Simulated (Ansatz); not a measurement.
The cluster Hg2TeCl2. Charge 0, multiplicity 3. Geometry r2SCAN-D4/def2-SVP, that of the neutral singlet; atoms count from 1.

Cartesian coordinates in Å:
```
Hg -1.4012 0.5675 -1.1122
Hg 1.7036 -0.4199 0.6677
Te 1.1635 0.5800 -1.7073
Cl 2.2048 -1.2981 2.7609
Cl -3.6707 0.5705 -0.6090
```

In the def2 sets Hg, Te take a core potential; there is no spin–orbit coupling. At PBE0-D4/def2-TZVP a singlet of charge 0 lies 3.10 eV below the triplet at the same geometry. The structure comes from a short search, and lower isomers may exist.

(1) Estimate the Mulliken populations from the PBE0/def2-TZVP orbitals of Ansatz.

(2) Where does the spin sit?

(3) And the Mayer bond orders between bonded heavy atoms (over 0.3)?

Results:

(1) 
| atom | charge (e) | spin (α − β) | d electrons |
| --- | --- | --- | --- |
| Hg1 | 0.39 | 0.26 | 9.88 |
| Hg2 | 0.39 | 0.26 | 9.88 |
| Te3 | 0.05 | 1.25 | – |
| Cl4 | -0.41 | 0.12 | – |
| Cl5 | -0.41 | 0.12 | – |
Mulliken values and Mayer orders depend strongly on the basis.

(2) Summed by element: Hg 0.52, Te 1.25, Cl 0.23, of 2 unpaired in all. Largest on single atoms: Te3 1.25, Hg1 0.26, Hg2 0.26.

(3) Hg1–Te3 0.66 (2.63 Å); Hg1–Cl5 0.79 (2.32 Å); Hg2–Te3 0.66 (2.63 Å); Hg2–Cl4 0.79 (2.32 Å).
